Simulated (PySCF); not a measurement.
Compound: C9H7F3O.
Cartesian coordinates in Å at the PBE0-D3(BJ)/def2-SVP level; atoms count from 1:
```
atom  x, y, z in Å
F1     3.5114   -0.8877   -0.6303
C2     2.5809    0.0125   -0.9682
F3     1.7871   -0.5424   -1.8840
F4     3.1956    1.0476   -1.5292
C5     1.7965    0.4305    0.2662
C6     1.0500   -0.7555    0.9093
C7    -0.3724   -0.4491    0.5372
C8    -1.5514   -1.1619    0.7001
C9    -2.7506   -0.5910    0.2604
C10   -2.7562    0.6757   -0.3261
C11   -1.5754    1.4038   -0.4952
C12   -0.4002    0.8130   -0.0545
O13    0.8283    1.3879   -0.1350
H14    2.5087    0.9186    0.9480
H15    1.1959   -0.7746    2.0006
H16    1.4043   -1.7202    0.5166
H17   -1.5447   -2.1528    1.1608
H18   -3.6872   -1.1401    0.3754
H19   -3.7003    1.1079   -0.6662
H20   -1.5641    2.3918   -0.9577
```

Jobs on this species (20 atoms, 96 electrons) with PySCF (density fitting). Hardware of each: one thread of an Arm Neoverse N1, shared host. Times come from a shared host and carry two figures at best. Peak memory is the resident size of the whole Python process, interpreter and libraries included.

```tsv
level and settings	work	basis functions	SCF cycles	wall time	peak memory
PBE0/pcSseg-1, IEF-PCM benzene	shieldings, ring-centre shieldings, charges and field gradients	256	?	?	?
PBE0/pcSseg-1, IEF-PCM cyclohexane	shieldings, ring-centre shieldings	256	14	1.7 min	1.4 GiB
PBE0-D3(BJ)/def2-SVP, grid level 1	geometry optimisation from a GFN2-xTB start shaken at random	217	112	13 min	0.95 GiB
```

Q: Fill in the missing figures.

A: 
- PBE0/pcSseg-1, IEF-PCM benzene; shieldings, ring-centre shieldings, charges and field gradients: 1.8 min, 1.4 GiB, 14 SCF cycles

Q: What do all jobs in the table cost together?

A: About 16 min; the longest takes about 79 % of that, and about 7.6 times as long as the shortest.
